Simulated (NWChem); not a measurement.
System: HSeSF; SMILES F[Se]S

Output (shortened):

```
             Northwest Computational Chemistry Package (NWChem) 7.3.0
             --------------------------------------------------------

                             Geometry "geometry" -> ""
                             -------------------------

 Output coordinates in angstroms (scale by  1.889725989 to convert to a.u.)

  No.       Tag          Charge          X              Y              Z
 ---- ---------------- ---------- -------------- -------------- --------------
    1 Se                  34.0000    -0.40788800     0.45748000    -0.00563500
    2 F                    9.0000     1.11166500     1.37442900    -0.02317400
    3 S                   16.0000     0.28562100    -1.57885900    -0.05837900
    4 H                    1.0000     0.45404400    -1.78805400     1.27249500

 Effective nuclear repulsion energy (a.u.)     264.0708933117

  xc_inp: hfexch multiplicative factor not found.
                              NWChem Property Module
                              ----------------------

  itol2e modified to match energy
  convergence criterion.

                                 NWChem DFT Module
                                 -----------------

 Summary of "ao basis" -> "ao basis" (spherical)
 ------------------------------------------------------------------------------
       Tag                 Description            Shells   Functions and Types
 ---------------- ------------------------------  ------  ---------------------
 Se                          6-31g*                 12       32   5s4p3d
 F                           6-31g*                  6       14   3s2p1d
 S                           6-31g*                  8       18   4s3p1d
 H                           6-31g*                  2        2   2s

  itol2e modified to match energy
  convergence criterion.

            General Information
            -------------------
          SCF calculation type: DFT
          Wavefunction type:  closed shell.
          No. of atoms     :     4
          No. of electrons :    60
           Alpha electrons :    30
            Beta electrons :    30
          Charge           :     0
          Spin multiplicity:     1
          Use of symmetry is: off; symmetry adaption is: off
          Maximum number of iterations: 150
          AO basis - number of functions:    66
                     number of shells:    28
          Convergence on energy requested:  1.00D-07
          Convergence on density requested:  1.00D-05
          Convergence on gradient requested:  5.00D-04

              XC Information
              --------------
                     Hartree-Fock (Exact) Exchange  1.000

      Superposition of Atomic Density Guess
      -------------------------------------

 Sum of atomic energies:       -2896.83158879

      Non-variational initial energy
      ------------------------------

 Total energy =   -2897.165711
 1-e energy   =   -4558.820475
 2-e energy   =    1397.583870
 HOMO         =      -0.235047
 LUMO         =      -0.046237

   convergence    iter        energy       DeltaE   RMS-Dens  Diis-err
 ---------------- ----- ----------------- --------- --------- ---------
 d= 0,ls=0.0,diis     1  -2896.9800000527 -3.16D+03  9.52D-03  3.84D-01
 d= 0,ls=0.0,diis     2  -2897.0212470845 -4.12D-02  3.02D-03  1.66D-01
 d= 0,ls=0.0,diis     3  -2897.0352890502 -1.40D-02  1.22D-03  3.65D-03
 d= 0,ls=0.0,diis     4  -2897.0363061726 -1.02D-03  5.42D-04  3.86D-04
 d= 0,ls=0.0,diis     5  -2897.0364661597 -1.60D-04  2.06D-04  3.36D-05
  Resetting Diis
 d= 0,ls=0.0,diis     6  -2897.0364853996 -1.92D-05  8.09D-05  5.68D-06
 d= 0,ls=0.0,diis     7  -2897.0364880265 -2.63D-06  1.73D-05  5.42D-07
 d= 0,ls=0.0,diis     8  -2897.0364882221 -1.96D-07  9.11D-06  1.33D-07
 d= 0,ls=0.0,diis     9  -2897.0364882762 -5.42D-08  9.50D-06  3.94D-08

         Total DFT energy =    -2897.036488276206
      One electron energy =    -4558.168692361742
           Coulomb energy =     1518.034206007282
    Exchange-Corr. energy =     -120.972895233467
 Nuclear repulsion energy =      264.070893311722

 Numeric. integr. density =        0.000000000000

                       DFT Final Molecular Orbital Analysis
                       ------------------------------------

 Vector   28  Occ=2.000000D+00  E=-4.727278D-01
              MO Center= -5.7D-02, -4.9D-01, -1.0D-01, r^2= 3.1D+00
   Bfn.  Coefficient  Atom+Function         Bfn.  Coefficient  Atom+Function
  ----- ------------  ---------------      ----- ------------  ---------------
    54      0.462080  3 S  py                12     -0.363635  1 Se py
    11      0.330907  1 Se px                58      0.210063  3 S  py
    10      0.196178  1 Se s                 50     -0.175653  3 S  py
    55      0.172876  3 S  pz                14     -0.167834  1 Se s
    35     -0.153261  2 F  px                 8      0.151780  1 Se py

 Vector   29  Occ=2.000000D+00  E=-4.194857D-01
              MO Center=  2.6D-01, -1.3D+00, -5.8D-02, r^2= 2.0D+00
   Bfn.  Coefficient  Atom+Function         Bfn.  Coefficient  Atom+Function
  ----- ------------  ---------------      ----- ------------  ---------------
    53      0.652357  3 S  px                57      0.391680  3 S  px
    49     -0.243771  3 S  px                54      0.147659  3 S  py
    10     -0.118682  1 Se s                 35      0.098790  2 F  px
    36      0.096663  2 F  py                14      0.089783  1 Se s
    39      0.088792  2 F  px                40      0.085035  2 F  py

[...]

          -----------------------------------------
          Chemical Shielding Tensors (GIAO, in ppm)
          -----------------------------------------

                                NWChem CPHF Module
                                ------------------

  scftype          =     RHF
  nclosed          =       30
  nopen            =        0
  variables        =     1080
  # of vectors     =        3
  tolerance        = 0.10D-03
  level shift      = 0.00D+00
  max iterations   =       50
  max subspace     =       30

 SCF residual:    4.4962677942019316E-005

Iterative solution of linear equations
  No. of variables     1080
  No. of equations        3
  Maximum subspace       30
        Iterations       50
       Convergence  1.0D-04

   iter   nsub   residual    time
   ----  ------  --------  ---------
     1      3    1.38D+00      12.5
     2      6    3.17D-01      14.5
     3      9    7.76D-02      16.5
     4     12    1.82D-02      18.6
     5     15    3.07D-03      20.6
     6     18    4.98D-04      22.6
     7     21    1.30D-04      24.7
     8     24    2.65D-05      26.7

      Atom:    1  Se
        Diamagnetic
   2996.0126      1.3970     -0.1712
      1.3970   3000.2042     -0.2349
     -0.1712     -0.2349   2981.8403

        Paramagnetic
  -1951.6914   1543.6926    -27.9325
   1543.6926  -3375.7690     30.1999
    -27.9325     30.1999  -2502.7194

        Total Shielding Tensor
   1044.3212   1545.0896    -28.1037
   1545.0896   -375.5648     29.9650
    -28.1037     29.9650    479.1209

           isotropic =     382.6258
          anisotropy =    2478.2654

          Principal Components and Axis System
                 1           2           3
             2034.8027  -1366.8941    479.9687

      1         0.8419     -0.5396     -0.0078
      2         0.5396      0.8417      0.0210
      3        -0.0048     -0.0219      0.9997

      Atom:    2  F
        Diamagnetic
    485.1134     15.4465     -0.2420
     15.4465    473.5190     -0.2187
     -0.2420     -0.2187    460.9274

        Paramagnetic
     55.4118   -226.4390     -4.8456
   -226.4390    367.4697      3.9574
     -4.8456      3.9574   -124.6278

        Total Shielding Tensor
    540.5252   -210.9925     -5.0875
   -210.9925    840.9887      3.7388
     -5.0875      3.7388    336.2996

           isotropic =     572.6045
          anisotropy =     565.8254

          Principal Components and Axis System
                 1           2           3
              949.8215    431.8271    336.1650

      1        -0.4583      0.8883      0.0303
      2         0.8888      0.4583      0.0053
      3         0.0092     -0.0294      0.9995

      Atom:    3  S
        Diamagnetic
   1048.0499     -4.0874      0.7013
     -4.0874   1062.7061     -0.9417
      0.7013     -0.9417   1051.0325

        Paramagnetic
   -438.7468    -27.9258      2.6353
    -27.9258   -364.5977    -55.4438
      2.6353    -55.4438   -808.7267

        Total Shielding Tensor
    609.3031    -32.0133      3.3366
    -32.0133    698.1084    -56.3855
      3.3366    -56.3855    242.3058

           isotropic =     516.5725
          anisotropy =     297.3374

          Principal Components and Axis System
                 1           2           3
              714.7974    599.4866    235.4333

      1        -0.2918      0.9565      0.0015
      2         0.9495      0.2895      0.1211
      3        -0.1154     -0.0368      0.9926

      Atom:    4  H
        Diamagnetic
     20.0814     -2.1354      3.4999
     -2.1354     26.6671     -5.9425
      3.4999     -5.9425     39.5671

        Paramagnetic
      1.5814      0.3600     -1.0329
      0.3600      2.0648      0.9362
     -1.0329      0.9362     -6.4217

        Total Shielding Tensor
     21.6628     -1.7754      2.4670
     -1.7754     28.7319     -5.0062
      2.4670     -5.0062     33.1454

           isotropic =      27.8467
          anisotropy =      13.7456

          Principal Components and Axis System
                 1           2           3
               37.0104     25.4718     21.0579

      1         0.1941     -0.0300      0.9805
      2        -0.5378      0.8327      0.1320
      3         0.8204      0.5529     -0.1455
```

Level: Hartree-Fock/6-31G* (spherical d), GIAO. Geometry: optimised at PBE0/def2-SVP. The printed shielding anisotropy is the first printed principal value minus the mean of the other two.

### Question
Which NWChem input produces such a log?

### Answer
One answer among several that fit: the input that was run:
```
start job
memory heap 200 mb stack 900 mb global 1100 mb
geometry units angstroms noautosym nocenter noautoz
  Se    -0.407888     0.457480    -0.005635
  F      1.111665     1.374429    -0.023174
  S      0.285621    -1.578859    -0.058379
  H      0.454044    -1.788054     1.272495
end
basis spherical
  Se library 6-31g*
  F library 6-31g*
  S library 6-31g*
  H library 6-31g*
end
dft
  xc hfexch
  iterations 150
end
property
  shielding
end
task dft property
```
